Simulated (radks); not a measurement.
The numbers below are computed, except where a source is named.
Q: Species: I3+. Configuration: [Kr] 4d10 5s2 5p1.75 4f0.25 (fractional occupations, a model configuration). Code: a radial shooting solver on a logarithmic mesh with Libxc functionals. Model: scalar-relativistic Kohn-Sham, exchange-only B88, spin-polarised, spherical densities, point nucleus; open shells are filled with parallel spins first (spin-orbit coupling, left out, can overturn this in heavy ions). Some entries of the table are withheld. Estimate them.

orbital  occ.  eigenvalue (Ry)  <r> (bohr)  <r^2> (bohr^2)
1s up       1        -2427.074     0.02722        0.001005
1s down     1        -2427.068     0.02722        0.001005
2s up       1        -376.9513      0.1172         0.01619
2s down     1        -376.9491      0.1172         0.01619
2p up       3        -338.5899      0.1025         0.01282
2p down     3        -338.5857      0.1025         0.01282
3s up       1        -77.89984      0.3141          0.1128
3s down     1        -77.89444      0.3141          0.1128
3p up       3        -65.47089      0.3121          0.1130
3p down     3        -65.46484      0.3121          0.1130
3d up       5        -46.85115      0.2886         0.09857
3d down     5        -46.84559      0.2886         0.09856
4s up       1        -15.55415      0.7397          0.6181
4s down     1        -15.53911      0.7394          0.6176
4p up       3        -11.65705      0.7917          0.7143
4p down     3        -11.64037      0.7909          0.7125
4d up       5              (1)      0.9191          0.9880
4d down     5              (2)      0.9142          0.9755
5s up       1         -3.42416       1.838           3.781
5s down     1         -3.26490       1.824           3.735
5p up    1.75         -2.53809       2.120             (3)
5p down     0         -2.36551       2.122             (4)
4f up    0.25         -0.97665       2.625           8.707

A: 
(1) 4d up eigenvalue (Ry): -5.97604
(2) 4d down eigenvalue (Ry): -5.94810
(3) 5p up <r^2> (bohr^2): 5.045
(4) 5p down <r^2> (bohr^2): 5.079
